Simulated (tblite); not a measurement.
Run record: tight-binding relaxation, `C[C@@H](C#N)CBr`.

Computed with GFN2-xTB geometry optimisation, gas phase (tblite 0.8.0). Start geometry: from a force field or distance geometry. The command runs a driver script over a list of jobs; the input below is this job's line of settings and its coordinates in Å.

Command:
```bash
OMP_NUM_THREADS=1 python probes_run.py task.json out
```

Input:
```
{"job": {"kind": "relax", "xc": "GFN2-xTB", "basis": "xTB"}, "charge": 0, "multiplicity": 1}
C      1.133100    -0.623700     0.323700
C      0.011900     0.389000     0.199700
C      0.395300     1.563300    -0.576300
N      0.675800     2.510400    -1.195800
C     -1.268900    -0.220300    -0.281400
Br    -1.851200    -1.603200     0.936600
H      1.325000    -0.892400     1.376100
H      2.027700    -0.196300    -0.175100
H      0.860600    -1.539000    -0.230500
H     -0.210200     0.783400     1.241800
H     -2.060600     0.533300    -0.382500
H     -1.037200    -0.705100    -1.262400
```

Task: Estimate the output.

Result: 
```
step      E/eV     max force
  0    -505.55260    2.892
  1    -505.47047    8.956
  2    -505.67992    1.054
  3    -505.70078    0.521
  4    -505.71287    0.274
  5    -505.72605    0.378
  6    -505.72993    0.223
  7    -505.73378    0.124
  8    -505.73566    0.153
  9    -505.73719    0.113
... (67 lines left out)
 77    -505.83840    0.024
 78    -505.83847    0.013
 79    -505.83849    0.013
 80    -505.83851    0.011
 81    -505.83853    0.012
 82    -505.83857    0.017
 83    -505.83861    0.019
 84    -505.83864    0.015
 85    -505.83865    0.012
 86    -505.83867    0.009
```

«max force» is the largest atomic force in eV/Å.

Task: From which step on does the largest force stay under 0.1 eV/Å, and how much energy is left to gain from there?

Result: From step 51 (0.050 eV/Å), 10.1 meV above the end.

In short: energy lowered by 6.6 kcal/mol over 86 steps; largest atomic force 0.009 eV/Å at the end.

Task: Give the final coordinates.

Result: 0.418 Å rms from the input after alignment:
```
atom  x, y, z in Å
C1     1.1791   -0.5948    0.2832
C2     0.0331    0.4185    0.2394
C3     0.3525    1.4730   -0.7004
N4     0.6059    2.2925   -1.4547
C5    -1.2867   -0.2146   -0.1989
Br6   -1.9371   -1.4859    1.1339
H7     0.9505   -1.3840    0.9964
H8     2.1020   -0.1074    0.5886
H9     1.3307   -1.0396   -0.6988
H10   -0.0912    0.8770    1.2289
H11   -2.0687    0.5358   -0.3151
H12   -1.1688   -0.7713   -1.1286
```

Hardware: Intel Xeon, one thread, no GPU, shared host. Cost: 0.71 s.
Labels such as C1 count atoms from 1, the log's own numbers from 0.
